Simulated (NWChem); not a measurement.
System: SiNH₃S, singlet; SMILES [Si](S)N

NWChem printed, in part:

```
             Northwest Computational Chemistry Package (NWChem) 7.3.0
             --------------------------------------------------------

                             Geometry "geometry" -> ""
                             -------------------------

 Output coordinates in angstroms (scale by  1.889725989 to convert to a.u.)

  No.       Tag          Charge          X              Y              Z
 ---- ---------------- ---------- -------------- -------------- --------------
    1 Si                  14.0000    -0.70252300    -0.63022100     0.00000000
    2 N                    7.0000     0.76592200    -1.52411700     0.00000000
    3 H                    1.0000     0.74326800    -2.53853900     0.00000000
    4 H                    1.0000     1.71750400    -1.16722300     0.00000000
    5 S                   16.0000     0.19410500     1.34866300     0.00000000
    6 H                    1.0000    -0.99076400     1.99451900     0.00000000

 Effective nuclear repulsion energy (a.u.)     133.9475101128

                                 NWChem DFT Module
                                 -----------------

 Summary of "ao basis" -> "ao basis" (spherical)
 ------------------------------------------------------------------------------
       Tag                 Description            Shells   Functions and Types
 ---------------- ------------------------------  ------  ---------------------
 Si                         def2-svp                 8       18   4s3p1d
 N                          def2-svp                 6       14   3s2p1d
 H                          def2-svp                 3        5   2s1p
 S                          def2-svp                 8       18   4s3p1d

 in cosmo_initialize ...
 calling solv_data for solv:hexane

 solvent parameters
 solvname_short: hexane
 solvname_long:  n-hexane
 dielec:        1.8819
 dielecinf:     1.8903
 nonaqueous SMD model solvent descriptors
 dielec:        1.8819
 sola:          0.0000
 solb:          0.0000
 solc:          0.0000
 solg:         25.7500
 solh:          0.0000
 soln:          1.3749

          ---------------
          -cosmo- solvent
          ---------------
 Cosmo: York-Karplus, doi: 10.1021/jp992097l
 dielectric constant -eps-     =   1.88
 screen = (eps-1)/(eps    )    =   0.46862
 surface charge correction     = lagrangian

   van der Waals surface
 --------------------------

[...]

                                COSMO-SMD solvation results
                                ---------------------------

             internal energy in gas <Psi(g)|H|Psi(g)> =      -743.689391472201
         internal energy in solvent <Psi(s)|H|Psi(s)> =      -743.689192090311
                               delta internal energy  =         0.000199381891 (    0.13 kcal/mol)
   total free energy in solvent <Psi(s)|H+V/2|Psi(s)> =      -743.693069938249
 polarization energy contribution <Psi(s)|V/2|Psi(s)> =        -0.003877847938 (   -2.43 kcal/mol)
    total free energy in solvent including G(SMD-CDS) =      -743.694862133236
                       G(SMD-CDS) energy contribution =        -0.001792194987 (   -1.12 kcal/mol)
     1 M fixed-concentration free energy of solvation =        -0.005470661035 (   -3.43 kcal/mol)

                       DFT Final Molecular Orbital Analysis
                       ------------------------------------

 Vector   18  Occ=2.000000D+00  E=-3.181934D-01
              MO Center=  3.9D-01, -8.0D-01,  5.2D-10, r^2= 2.5D+00
   Bfn.  Coefficient  Atom+Function         Bfn.  Coefficient  Atom+Function
  ----- ------------  ---------------      ----- ------------  ---------------
    24      0.445620  2 N  pz                27     -0.366057  2 N  pz
    55     -0.258591  5 S  pz                13     -0.211128  1 Si pz
    52     -0.186854  5 S  pz                10     -0.179044  1 Si pz
    49     -0.108325  5 S  pz                 7      0.102959  1 Si pz
    17      0.057483  1 Si d  1

 Vector   19  Occ=2.000000D+00  E=-2.657662D-01
              MO Center=  3.0D-01,  5.7D-01,  1.1D-08, r^2= 2.9D+00
   Bfn.  Coefficient  Atom+Function         Bfn.  Coefficient  Atom+Function
  ----- ------------  ---------------      ----- ------------  ---------------
    55      0.573808  5 S  pz                52      0.383581  5 S  pz
    24      0.307176  2 N  pz                27     -0.275601  2 N  pz
    49      0.221213  5 S  pz                15      0.063278  1 Si d -1
    13      0.031121  1 Si pz

 Vector   20  Occ=2.000000D+00  E=-2.425192D-01
              MO Center= -7.9D-01, -3.3D-01,  3.2D-09, r^2= 3.3D+00
   Bfn.  Coefficient  Atom+Function         Bfn.  Coefficient  Atom+Function
  ----- ------------  ---------------      ----- ------------  ---------------
     4      0.421711  1 Si s                  3      0.399272  1 Si s
    54      0.288239  5 S  py                11     -0.272878  1 Si px
     8     -0.262657  1 Si px                 2      0.241983  1 Si s
    53      0.218715  5 S  px                51      0.198909  5 S  py
    50      0.154746  5 S  px                 5      0.144797  1 Si px

 Vector   21  Occ=0.000000D+00  E=-4.024604D-02
              MO Center= -5.7D-01, -5.4D-01, -6.2D-10, r^2= 3.1D+00
   Bfn.  Coefficient  Atom+Function         Bfn.  Coefficient  Atom+Function
  ----- ------------  ---------------      ----- ------------  ---------------
    13      0.755918  1 Si pz                10      0.374513  1 Si pz
    27     -0.312263  2 N  pz                55     -0.311700  5 S  pz
    24      0.247594  2 N  pz                 7     -0.198485  1 Si pz
    52     -0.149700  5 S  pz                49     -0.085872  5 S  pz
    57     -0.045039  5 S  d -1              17      0.036739  1 Si d  1

[...]
```

Level: PBE0/def2-SVP, SMD on the gas-phase geometry. Low-valent species are run as closed-shell singlets; no triplet was tried in these runs. The geometry was optimised at PBE0/def2-SVP. Solvent: n-hexane.

**Question.** Write an input that gives this output.

**Answer.** One answer among several that fit: the input that was run:
```
start job
memory heap 200 mb stack 900 mb global 1100 mb
geometry units angstroms noautosym nocenter noautoz
  Si    -0.702523    -0.630221     0.000000
  N      0.765922    -1.524117     0.000000
  H      0.743268    -2.538539     0.000000
  H      1.717504    -1.167223     0.000000
  S      0.194105     1.348663     0.000000
  H     -0.990764     1.994519     0.000000
end
basis spherical
  * library def2-svp
end
dft
  xc pbe0
  iterations 150
end
cosmo
  do_cosmo_smd true
  solvent hexane
end
task dft energy
```
